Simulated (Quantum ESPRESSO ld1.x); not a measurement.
Values are calculated unless marked as measured or tabulated.
Kr26+, configuration [Ne] (the NIST ground configuration). Level of theory: non-relativistic Kohn-Sham, LDA (Slater exchange, Perdew-Zunger correlation), spin-polarised, spherical densities, point nucleus (ld1.x of Quantum ESPRESSO 7.5).

Normalised radial functions P(r) = r R(r), r in bohr:

```
   r/bohr * 1s, o 2s, + 2p (the largest magnitude, 4.35, reaches the edge; | marks zero, & curves that meet)
 0.001689                             +o  *
 0.002047                             + o  *
   0.0025                             + o   *
 0.003029                             + o    *
  0.00367                             +  o    *
 0.004447                             +  o      *
 0.005432                             +   o       *
 0.006581                             +   o         *
 0.007974                             +    o          *
 0.009662                             |+    o           *
  0.01171                             |+    o             *
   0.0143                             |+     o               *
  0.01733                             | +    o                 *
  0.02099                             | +     o                 *
  0.02544                             |  +   o                   *
  0.03107                             |    + o                   *
  0.03765                             |    o+                   *
  0.04562                             |  o    +               *
  0.05527                             |o       +          *
  0.06697                          o  |          +    *
   0.0818                      o      |           *+
  0.09911                  o          |       *      +
   0.1201               o             |    *         +
   0.1455              o              | *            +
   0.1777              o              |*           +
   0.2153                o            *          +
   0.2609                   o         *       +
   0.3162                       o     *    +
   0.3831                          o  *  +
   0.4679                            o*+
   0.5669                             &
```

1s: eigenvalue -15158.4 eV, 0 radial nodes, <r> = 0.0425 bohr, 90 % of the charge inside 0.0756 bohr. 2s: eigenvalue -3008.2 eV, 1 radial node at r = 0.0572 bohr, <r> = 0.184 bohr, 90 % of the charge inside 0.283 bohr. 2p: eigenvalue -2853.6 eV, 0 radial nodes, <r> = 0.158 bohr, 90 % of the charge inside 0.256 bohr.
